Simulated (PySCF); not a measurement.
All values below come from B3LYP-D3(BJ)/def2-TZVP run with PySCF. Gas-phase values, no solvent. B3LYP has the VWN-RPA correlation part, as in Gaussian. 

Reference species (SMILES): `[SiH3][Ga]([SiH3])[Cl]` (neutral, multiplicity 1).

The dipole moment comes out as 2.24 D.

Changed species: `[SiH3][Ga]([Cl])[Cl]` (whole molecule; the reference has whole molecule).

**Question.** Give the shifts of the dipole moment.

**Answer.** the dipole moment rises by 0.61 D, to 2.85 D.
